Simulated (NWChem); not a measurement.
The numbers come from NWChem runs, not from measurements. System: HBF₂Se, charge 0, spin multiplicity 1, at a geometry optimised with PBE0/def2-SVP. The structure started from a generated list of species. Level: RHF/def2-TZVP.

Input file:

```
start mol
memory heap 200 mb stack 800 mb global 1000 mb
geometry units angstroms nocenter noautoz
  B     -0.189781     0.944085     0.000000
  F     -1.435432     1.372191     0.000000
  F      0.779555     1.836380     0.000000
  Se     0.154099    -0.965009     0.000000
  H      1.612424    -0.787243     0.000000
  symmetry group Cs
end
basis spherical
  * library def2-tzvp
end
scf
  rhf
  nopen 0
  maxiter 100
  thresh 1e-7
  semidirect memsize 60000000 filesize 0
end
task scf energy
```

Output (cleaned and shortened):

```
             Northwest Computational Chemistry Package (NWChem) 7.3.0
             --------------------------------------------------------

                                NWChem Input Module
                                -------------------

 Scaling coordinates for geometry "geometry" by  1.889725989
 (inverse scale =  0.529177249)

 Turning off AUTOSYM since
 SYMMETRY directive was detected!

                             Geometry "geometry" -> ""
                             -------------------------

 Output coordinates in angstroms (scale by  1.889725989 to convert to a.u.)

  No.       Tag          Charge          X              Y              Z
 ---- ---------------- ---------- -------------- -------------- --------------
    1 B                    5.0000    -0.18978100     0.94408500     0.00000000
    2 F                    9.0000    -1.43543200     1.37219100     0.00000000
    3 F                    9.0000     0.77955500     1.83638000     0.00000000
    4 Se                  34.0000     0.15409900    -0.96500900     0.00000000
    5 H                    1.0000     1.61242400    -0.78724300     0.00000000

 Effective nuclear repulsion energy (a.u.)     231.4829007808

            Nuclear Dipole moment (a.u.)
            ----------------------------
        X                 Y               Z
 ---------------- ---------------- ----------------
    -0.0000151178     0.0000283459     0.0000000000

      Symmetry information
      --------------------

 Group name             Cs
 Group number              2
 Group order               2
 No. of unique centers     5

      Symmetry unique atoms

     1    2    3    4    5


 Summary of "ao basis" -> "" (spherical)
 ------------------------------------------------------------------------------
       Tag                 Description            Shells   Functions and Types
 ---------------- ------------------------------  ------  ---------------------
 *                         def2-tzvp                  on all atoms

 Summary of "ao basis" -> "ao basis" (spherical)
 ------------------------------------------------------------------------------
[...]
  ----- ------------  ---------------      ----- ------------  ---------------
   111      0.504539  4 Se pz               114      0.326921  4 Se pz
   105     -0.309664  4 Se pz               108      0.263611  4 Se pz

 Vector   30  Occ=0.000000D+00  E= 1.058770D-01  Symmetry=a'
              MO Center=  2.1D-01, -6.9D-02, -7.4D-14, r^2= 6.8D+00
   Bfn.  Coefficient  Atom+Function         Bfn.  Coefficient  Atom+Function
  ----- ------------  ---------------      ----- ------------  ---------------
     5     -1.697165  1 B  s                  4      1.611762  1 B  s
    99      1.263384  4 Se s                144     -0.974767  5 H  s
   112      0.578684  4 Se px                10      0.494360  1 B  py
    36     -0.336110  2 F  s                 67     -0.323892  3 F  s
   113      0.283131  4 Se py                24      0.247415  1 B  d  2

 Vector   31  Occ=0.000000D+00  E= 1.288780D-01  Symmetry=a"
              MO Center= -1.4D-01,  6.9D-01, -3.3D-13, r^2= 4.6D+00
   Bfn.  Coefficient  Atom+Function         Bfn.  Coefficient  Atom+Function
  ----- ------------  ---------------      ----- ------------  ---------------
    14      0.971066  1 B  pz               114     -0.514640  4 Se pz
    11      0.270304  1 B  pz                 8      0.265836  1 B  pz
    76     -0.237607  3 F  pz                45     -0.235278  2 F  pz

 Vector   32  Occ=0.000000D+00  E= 1.307603D-01  Symmetry=a'
              MO Center=  2.7D-01, -4.2D-03,  2.9D-13, r^2= 6.4D+00
   Bfn.  Coefficient  Atom+Function         Bfn.  Coefficient  Atom+Function
  ----- ------------  ---------------      ----- ------------  ---------------
     5      2.030042  1 B  s                144     -1.276093  5 H  s
   112      1.031257  4 Se px                 4     -1.023794  1 B  s
   113     -0.758259  4 Se py                10     -0.661437  1 B  py
    99     -0.249095  4 Se s                  3      0.221009  1 B  s
    36      0.210210  2 F  s                 67      0.203431  3 F  s

 center of mass
 --------------
 x =  -0.01119334 y =  -0.08206063 z =   0.00000000

 moments of inertia (a.u.)
 ------------------
         655.384873351535          90.148872770239           0.000000000000
          90.148872770239         198.469992038488           0.000000000000
           0.000000000000           0.000000000000         853.854865390024

  Mulliken analysis of the total density
  --------------------------------------

    Atom       Charge   Shell Charges
 -----------   ------   -------------------------------------------------------
    1 B    5     4.37   0.91  1.07  0.47  0.20  0.01  0.84  0.45  0.04  0.13  0.19  0.06
    2 F    9     9.31   0.77  1.20  0.59  0.99  0.37  2.25  2.28  0.85  0.00  0.01  0.00
    3 F    9     9.32   0.77  1.20  0.59  0.99  0.37  2.25  2.28  0.85  0.00  0.01  0.00
    4 Se  34    34.13   2.00  2.00  1.16  0.78  0.96  0.87  6.00  5.94  0.98  2.34  1.01  8.96  1.04  0.02  0.06  0.01
    5 H    1     0.87   0.22  0.50  0.13  0.02

       Multipole analysis of the density wrt the origin
       ------------------------------------------------

     L   x y z        total         open         nuclear
     -   - - -        -----         ----         -------
     0   0 0 0     -0.000000      0.000000     58.000000

     1   1 0 0      0.342815      0.000000     -0.000015
     1   0 1 0     -0.311082      0.000000      0.000028
     1   0 0 1      0.000000      0.000000      0.000000

     2   2 0 0    -25.442052      0.000000     98.564645
     2   1 1 0     -0.664479      0.000000    -43.082751
     2   1 0 1     -0.000000      0.000000      0.000000
     2   0 2 0    -27.322422      0.000000    300.095359
     2   0 1 1     -0.000000      0.000000      0.000000
     2   0 0 2    -25.498655      0.000000      0.000000

 Task  times  cpu:       12.5s     wall:       12.5s

 Total times  cpu:       12.5s     wall:       12.5s
```
